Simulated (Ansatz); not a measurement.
Relaxation of BClH7NSi (11 atoms, charge 0, multiplicity 1), to a largest force component of 0.03 eV/Å in at most 50 steps.

All numbers below come from RKS B3LYP-D4/def2-SVP in Ansatz.

```xyz
11
Properties=species:S:1:pos:R:3
B 0.029 0.435 -0.038
Cl -0.256 0.934 1.698
H 1.145 0.522 -0.460
H -0.955 0.203 -0.685
N -0.016 -2.121 0.940
H -0.315 -2.859 0.304
Si 1.195 -2.454 2.174
H 1.481 -3.912 2.173
H 2.474 -1.734 1.925
H 0.678 -2.056 3.504
H -0.819 -1.537 1.230
```

Task: Where does it end, and by what steps?

Result: The forces met the threshold. After 11 steps the energy has fallen by 1.016 eV; B1 moved furthest, 0.71 Å. Joined: B1–N5 (2.74 → 1.64 Å).

```tsv
step	energy less start (eV)	largest force component (eV/Å)	accepted
0	0.0000	1.067	yes
1	-0.1465	1.033	yes
2	-0.3638	1.218	yes
3	-0.7186	1.430	yes
4	-0.8975	1.183	yes
5	-0.9791	0.452	yes
6	-0.9977	0.143	yes
7	-1.0084	0.154	yes
8	-1.0133	0.053	yes
9	-1.0142	0.079	yes
10	-1.0156	0.033	yes
11	-1.0157	0.010	yes
```

```xyz
11
Properties=species:S:1:pos:R:3
B 0.058 -0.211 0.255
Cl 0.110 0.835 1.821
H 1.116 -0.175 -0.342
H -0.930 0.020 -0.412
N -0.094 -1.740 0.828
H -0.037 -2.384 0.033
Si 1.149 -2.155 2.125
H 1.367 -3.621 1.957
H 2.394 -1.414 1.842
H 0.550 -1.895 3.451
H -1.041 -1.841 1.206
```

Whether the end is a true minimum wasn't checked by a vibrational analysis.

Run time: 28 s on 2 threads of Arm Neoverse V2, with other jobs on the host, peak memory 0.2 GiB.
